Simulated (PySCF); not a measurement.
## Magnetisability: C4H9AlClN

Geometry:
```csv
atom,x (Å),y (Å),z (Å)
C1,-2.646,0.652,0.393
C2,-2.175,-0.785,0.140
C3,-0.803,-0.808,-0.264
N4,0.294,-0.799,-0.600
Al5,2.242,-0.819,-0.148
C6,2.516,1.181,-0.429
Cl7,4.118,0.492,0.105
H8,-3.683,0.641,0.718
H9,-2.040,1.120,1.164
H10,-2.570,1.245,-0.515
H11,-2.264,-1.381,1.053
H12,-2.779,-1.256,-0.641
H13,2.037,-1.284,1.335
H14,2.738,-1.829,-1.218
H15,2.716,1.662,-1.390
H16,2.291,1.977,0.286
```

Method used: GIAO B3LYP/pcSseg-1 magnetisability, rotational g tensor and spin-rotation constants, non-relativistic, gas phase (PySCF). Geometry: GFN2-xTB.

The bonding changed while the geometry was optimised; results refer to the coordinates, not to the name.

How diamagnetic is it, and how anisotropic?

Isotropic -1403 × 10⁻³⁰ J/T², or -84.5 × 10⁻⁶ cm³/mol; principal values -1552, -1353, -1303 × 10⁻³⁰ J/T², anisotropy 228 × 10⁻³⁰ J/T² (root of half the summed squared differences of the principal values). The susceptibility is in cgs units.

Split it along the inertial axes a, b, c into diamagnetic and paramagnetic parts about the centre of mass, with the quadrupole moment.


```csv
axis,χ (10⁻⁶ cm³/mol),diamagnetic (10⁻⁶ cm³/mol),paramagnetic (10⁻⁶ cm³/mol),summed x² of all electrons (Å²),quadrupole Θ (D Å)
a,-92.2,-379.0,286.8,452.4,+19.03
b,-80.8,-2028.3,1947.5,63.6,-9.31
c,-80.4,-2189.2,2108.7,25.7,-9.72
```
Anisotropies 2χaa − χbb − χcc = -23.2 and 2χbb − χaa − χcc = +11.0 × 10⁻⁶ cm³/mol. Θ is traceless in Buckingham's convention.

And the rotational g tensor?


| axis | rotational constant (GHz) | g | nuclear part | electronic part |
| --- | --- | --- | --- | --- |
| a | 5.0132 | -0.0344 | 0.6410 | -0.6754 |
| b | 0.6084 | -0.0027 | 0.5540 | -0.5567 |
| c | 0.5637 | -0.0025 | 0.5559 | -0.5584 |

Asymmetric top; isotopes 27Al, 12C, 35Cl, 1H, 14N; no vibrational averaging.
